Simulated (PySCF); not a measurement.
borazine (B3H6N3), SMILES B1NBNBN1.

The structure is a stationary point at B3LYP-D3(BJ)/def2-SVP.

Computed with PySCF with PBE/def2-TZVP.

Isolated molecule, no solvent.

The total energy is -242.42235 hartree and the point group comes out as D3h. The highest occupied level is -6.90 eV. The lowest empty level is -0.65 eV and the orbital gap is 6.24 eV. The dipole moment is 0.000 e·Å and the quadrupole, principal values (traceless, Buckingham form, about the centre of nuclear charge) is -4.04, 2.02, 2.02 D·Å. The mean static polarisability comes out as 62.5 bohr³ (9.27 Å³). The polarisability, principal values comes out as 42.6, 72.5, 72.5 bohr³.
